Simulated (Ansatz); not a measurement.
Consider the ligand exchange at the Sn–C bond: `N#[C][Sn]([Cl])([Cl])[Cl]` + `CC(C)N` → `CC(C)[NH][Sn]([Cl])([Cl])[Cl]` + `C#N`.

Program: Ansatz. Geometries: PBE0-D4/def2-TZVP. ΔE: electronic, gas phase. CCSD(T)/CBS adds triple-zeta CCSD(T) − MP2 to the extrapolated MP2 energy (def2 sets, frozen cores). This one scheme is used for every species. DFT in def2-TZVPP. B3LYP here is the variant with VWN-RPA as its local correlation; programs differ in this. def2 core potentials past Kr. For Sn outer-core shells are correlated without core-valence functions, which leaves a few kJ/mol of doubt a bond. One conformer a species, not always the lowest.

(1) Is it downhill or uphill in electronic energy at CCSD(T)/CBS, and by how much? (Best estimate.)

(2) What do these levels give: B97M-V, B3LYP-D4, PBE, PBE0, BHLYP, CAM-B3LYP, MP2/def2-SVP, CCSD(T)/def2-SVP, HF/def2-TZVPP, CCSD/def2-TZVPP, HF/def2-QZVPP, MP2/CBS(def2)? (Best estimate.)

Largest T1 diagnostic among the species: 0.014.

## Answers

(1) Computed: Downhill: ΔE = -0.19 eV.

(2) Computed: B97M-V -0.12, B3LYP-D4 -0.18, PBE -0.07, PBE0 -0.05, BHLYP -0.02, CAM-B3LYP -0.05, MP2/def2-SVP -0.17, CCSD(T)/def2-SVP -0.14, HF/def2-TZVPP 0.06, CCSD/def2-TZVPP -0.11, HF/def2-QZVPP 0.06, MP2/CBS(def2) -0.24 eV.

From r2SCAN to r2SCAN0 (25 % exact exchange), in def2-TZVPP and without D4, ΔE moves by +0.04 eV. Leaving LDA and LC-ωPBE aside and taking each functional with its dispersion term where it has one, the values, not all of them listed here, spread over 0.12 eV, from BLYP-D4 to B2PLYP. LDA lies −0.14 eV from PBE without D4. The D4 term adds −0.15 eV with B3LYP and −0.09 eV with PBE0; it sums over pairs of atoms, weighted by their polarisabilities, and B3LYP, whose exchange is more repulsive, gets the larger term.
